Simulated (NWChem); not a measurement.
System: CF₃ cation

The following NWChem deck was run.

```
start job
memory heap 200 mb stack 900 mb global 1100 mb
charge 1
geometry units angstroms noautosym nocenter noautoz
  F      1.186292    -0.317866     0.000000
  C      0.000000     0.000000     0.000000
  F     -0.317866     1.186292     0.000000
  F     -0.868426    -0.868426     0.000000
end
basis spherical
  * library def2-svpd
end
dft
  xc xpbe96 cpbe96
  iterations 150
end
tddft
  cis
  nroots 6
  notriplet
end
task tddft energy
```

Output (shortened):

```
             Northwest Computational Chemistry Package (NWChem) 7.3.0
             --------------------------------------------------------

                             Geometry "geometry" -> ""
                             -------------------------

 Output coordinates in angstroms (scale by  1.889725989 to convert to a.u.)

  No.       Tag          Charge          X              Y              Z
 ---- ---------------- ---------- -------------- -------------- --------------
    1 F                    9.0000     1.18629200    -0.31786600     0.00000000
    2 C                    6.0000     0.00000000     0.00000000     0.00000000
    3 F                    9.0000    -0.31786600     1.18629200     0.00000000
    4 F                    9.0000    -0.86842600    -0.86842600     0.00000000

 Effective nuclear repulsion energy (a.u.)     130.2524523609

  pbe96 is a nonlocal functional; adding pw91lda local functional.

                                 NWChem DFT Module
                                 -----------------

 Summary of "ao basis" -> "ao basis" (spherical)
 ------------------------------------------------------------------------------
       Tag                 Description            Shells   Functions and Types
 ---------------- ------------------------------  ------  ---------------------
 F                         def2-svpd                 9       23   4s3p2d
 C                         def2-svpd                 8       20   4s2p2d

            General Information
            -------------------
          SCF calculation type: DFT
          Wavefunction type:  closed shell.
          No. of atoms     :     4
          No. of electrons :    32
           Alpha electrons :    16
            Beta electrons :    16
          Charge           :     1
          Spin multiplicity:     1
          Use of symmetry is: off; symmetry adaption is: off
          Maximum number of iterations: 150
          AO basis - number of functions:    89
                     number of shells:    35
          Convergence on energy requested:  1.00D-06
          Convergence on density requested:  1.00D-05
          Convergence on gradient requested:  5.00D-04

              XC Information
              --------------
          PerdewBurkeErnzerhof Exchange Functional  1.000
            Perdew 1991 LDA Correlation Functional  1.000 local
           PerdewBurkeErnz. Correlation Functional  1.000 non-local

             Grid Information
             ----------------
          Grid used for XC integration:  medium
          Radial quadrature: Mura-Knowles
          Angular quadrature: Lebedev.
          Tag              B.-S. Rad. Rad. Pts. Rad. Cut. Ang. Pts.
          ---              ---------- --------- --------- ---------
          F                   0.50       49           9.0       434
          C                   0.70       49           8.0       434
          Grid pruning is: on
          Number of quadrature shells:   196
          Spatial weights used:  Erf1

      Superposition of Atomic Density Guess
      -------------------------------------

 Sum of atomic energies:        -335.51675624

 Renormalizing density from      33.00 to     32

      Non-variational initial energy
      ------------------------------

 Total energy =    -330.563867
 1-e energy   =    -704.005894
 2-e energy   =     243.189574
 HOMO         =      -1.056807
 LUMO         =      -0.348987

   convergence    iter        energy       DeltaE   RMS-Dens  Diis-err
 ---------------- ----- ----------------- --------- --------- ---------
 d= 0,ls=0.0,diis     1   -336.4098225903 -4.67D+02  2.85D-02  3.01D+00
 d= 0,ls=0.0,diis     2   -335.6409382326  7.69D-01  1.90D-02  1.31D+01
 d= 0,ls=0.0,diis     3   -336.6811905066 -1.04D+00  3.75D-04  2.05D-03
 d= 0,ls=0.0,diis     4   -336.6813074994 -1.17D-04  1.09D-04  2.98D-04
 d= 0,ls=0.0,diis     5   -336.6813339229 -2.64D-05  9.92D-06  2.03D-06
 d= 0,ls=0.0,diis     6   -336.6813340883 -1.65D-07  6.64D-07  9.83D-09

         Total DFT energy =     -336.681334088271
      One electron energy =     -714.411708073948
           Coulomb energy =      283.542317702929
    Exchange-Corr. energy =      -36.064396078173
 Nuclear repulsion energy =      130.252452360922

 Numeric. integr. density =       31.999999818104

                       DFT Final Molecular Orbital Analysis
                       ------------------------------------

[...]

                                NWChem TDDFT Module
                                -------------------

            General Information
            -------------------
           No. of orbitals :     178
            Alpha orbitals :      89
             Beta orbitals :      89
        Alpha frozen cores :       0
         Beta frozen cores :       0
     Alpha frozen virtuals :       0
      Beta frozen virtuals :       0
         Spin multiplicity :       1
    Number of AO functions :      89
        Use of symmetry is : off
      Symmetry adaption is : off
         Schwarz screening :  0.10D-07

              XC Information
              --------------
   PerdewBurkeErnzerhof Exchange Functional   1.00
     Perdew 1991 LDA Correlation Functional   1.00 local
    PerdewBurkeErnz. Correlation Functional   1.00 non-local

             TDDFT Information
             -----------------
          Calculation type : Tamm-Dancoff TDDFT
         Wavefunction type : Restricted singlets
          No. of electrons :      32
           Alpha electrons :      16
            Beta electrons :      16
              No. of roots :       6
          Max subspacesize :    5200
            Max iterations :     100
               Target root :       1
           Target symmetry : none
      Symmetry restriction : off
                 Algorithm : Optimal
        Davidson threshold :  0.10D-03

    6 smallest eigenvalue differences (eV)
--------------------------------------------------------
  No. Spin  Occ  Vir  Irrep   E(Occ)    E(Vir)   E(Diff)
--------------------------------------------------------
    1    1   16   17 a        -0.719    -0.433     7.788
    2    1   15   17 a        -0.766    -0.433     9.059
    3    1   14   17 a        -0.766    -0.433     9.059
    4    1   13   17 a        -0.776    -0.433     9.327
    5    1   12   17 a        -0.776    -0.433     9.327
    6    1   16   18 a        -0.719    -0.280    11.952
--------------------------------------------------------

  Entering Davidson iterations
  Restricted singlet excited states

  Iter   NTrls   NConv    DeltaV     DeltaE      Time
  ----  ------  ------  ---------  ---------  ---------
    1      6       0     0.34E+00   0.10+100        0.9
    2     12       1     0.15E+00   0.54E-01        0.9
    3     17       4     0.21E-01   0.29E-01        0.8
    4     19       4     0.12E-02   0.21E-03        0.5
    5     21       4     0.12E-03   0.75E-06        0.5
    6     23       6     0.80E-04   0.89E-08        0.5
  ----  ------  ------  ---------  ---------  ---------
  Convergence criterion met

  Ground state a        -336.681334088271 a.u.

  ----------------------------------------------------------------------------
  Root   1 singlet a              0.291985290 a.u.                7.9453 eV
  ----------------------------------------------------------------------------
     Transition Moments    X  0.00000   Y -0.00000   Z  0.00000
     Dipole Oscillator Strength                    0.0000000000
     Electric Quadrupole                           0.0000000000
     Magnetic Dipole                               0.0000000000
     Total Oscillator Strength                     0.0000000000

     Occ.   16  a   ---  Virt.   17  a        0.99989
  ----------------------------------------------------------------------------
  Root   2 singlet a              0.347806070 a.u.                9.4643 eV
  ----------------------------------------------------------------------------
     Transition Moments    X -0.00000   Y -0.00000   Z  0.00000
     Dipole Oscillator Strength                    0.0000000000
     Electric Quadrupole                           0.0000000160
     Magnetic Dipole                               0.0000025077
     Total Oscillator Strength                     0.0000025237

     Occ.   13  a   ---  Virt.   17  a       -0.99978
  ----------------------------------------------------------------------------
  Root   3 singlet a              0.347806379 a.u.                9.4643 eV
  ----------------------------------------------------------------------------
     Transition Moments    X -0.00000   Y  0.00000   Z -0.00000
     Dipole Oscillator Strength                    0.0000000000
     Electric Quadrupole                           0.0000000160
     Magnetic Dipole                               0.0000025077
     Total Oscillator Strength                     0.0000025237

     Occ.   12  a   ---  Virt.   17  a        0.99978
  ----------------------------------------------------------------------------
  Root   4 singlet a              0.406407384 a.u.               11.0589 eV
  ----------------------------------------------------------------------------
     Transition Moments    X -0.55240   Y  0.53898   Z  0.00000
     Dipole Oscillator Strength                    0.1613843366
     Electric Quadrupole                           0.0000004777
     Magnetic Dipole                               0.0000000000
     Total Oscillator Strength                     0.1613848143

[...]
```

Level: PBE/def2-SVPD, TDA. All runs use the structure optimised with PBE0/def2-SVP.
